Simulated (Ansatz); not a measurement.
`CO[Si](F)(Cl)SC` + `C[SiH](F)[SeH]` → `CS[SiH](F)Cl` + `CO[Si](C)(F)[SeH]`  (redistribution)

Computed with Ansatz on PBE0-D4/def2-TZVP structures; ΔE is electronic, products minus reactants. CCSD(T)/CBS is the MP2 limit (def2-TZVPP, def2-QZVPP) plus CCSD(T) − MP2 in def2-TZVPP, frozen cores. Functionals use def2-TZVPP. For Se outer-core shells are correlated without core-valence functions, which leaves a few kJ/mol of doubt a bond. Scalar relativity is left out up to krypton. One conformer a species, not always the lowest.

(1) Is it downhill or uphill in electronic energy at CCSD(T)/CBS, and by how much? (An estimate is asked.)

(2) What do these levels give: PBE0-D4, ωB97X-V, HF/def2-TZVPP, SCS-MP2/def2-TZVPP, CCSD(T)/def2-TZVPP, MP2/def2-QZVPP? (Estimate.)

Largest T1 diagnostic among the species: 0.011.

Answers

(1) The calculation gave: Nearly level: ΔE = 0.00 eV.

(2) The calculation gave: PBE0-D4 0.01, ωB97X-V 0.02, HF/def2-TZVPP 0.04, SCS-MP2/def2-TZVPP 0.01, CCSD(T)/def2-TZVPP 0.01, MP2/def2-QZVPP 0.00 eV.
